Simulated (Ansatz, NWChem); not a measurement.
## Strength of the C–Ge bond: GeH3(CH3) → GeH3 + CH3

Species: GeH3(CH3) (methyl germane), singlet; GeH3 `[GeH3]`, doublet; CH3 `[CH3]`, doublet. 

Shapes, held fixed at every level: PBE0-D4/def2-TZVP. Programs: Ansatz 0.2.0, NWChem 7.3.0. The zero-point and thermal change to 298 K, harmonic and unscaled (PBE0-D4/def2-TZVP), is -18.1 kJ/mol.

```csv
level,kind,ΔH(298 K) (kJ/mol),less CCSD(T)/def2-TZVPP
HF/def2-TZVPP,Hartree–Fock,+218.7,-110.8
PBE-D4/def2-TZVPP,GGA,+326.9,-2.6
r2SCAN-D4/def2-TZVPP,meta-GGA,+306.6,-22.9
B3LYP/6-31G* (Cartesian functions),global hybrid,+309.9,-19.6
r2SCAN0-D4/def2-TZVPP,global hybrid,+304.9,-24.6
CCSD(T)/def2-SVP,coupled cluster or CI,+314.0,-15.5
CCSD(T)/def2-TZVPP,coupled cluster or CI,+329.5,0.0
```

The highest level, CCSD(T)/def2-TZVPP, gives ΔH(298 K) = +329.5 kJ/mol; the levels span +218.7 to +329.5. The column of differences is taken from that level and isn't an error. Hartree–Fock misses the correlation of the pair that is broken and comes out low. No measured value is set beside it here. Open shells run unrestricted unless RO is named. Relativity is left out for Ge unless named. Correlated rows may include outer-core shells of Ge, which these sets cover unevenly.
